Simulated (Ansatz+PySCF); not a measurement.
# quintet VH2O(+): levels of theory in one basis

```xyz
4

V     0.0000    0.0000    0.0000
O     0.0000    0.0000    2.1840
H     0.7750    0.0000    2.7590
H    -0.7750    0.0000    2.7590
```

Basis set: def2-SVP (spherical functions). Left uncorrelated: 6 orbitals. Correlation on ROHF uses semicanonical orbitals with singles. Charge 1, multiplicity 5.

Computed with Ansatz (development build ahead of 0.2.0); each method stands on the lowest determinant of its kind that the runs found.

| method | E − E(ROHF) (eV) | <S²> of the determinant |
| --- | --- | --- |
| ROHF | 0.00 | 6.00 |
| UHF | -0.09 | 6.00 |
| ROHF-MP2 | -10.10 | – |
| UHF-MP2 | -10.08 | 6.00 |

(1) Is a single determinant a sound starting point here?

Answers

(1) By this sign, yes. Unrestricted orbitals gain 0.09 eV and <S²> is 6.00 against 6.00 for a pure state.

Caution: other spin multiplicities were not run.
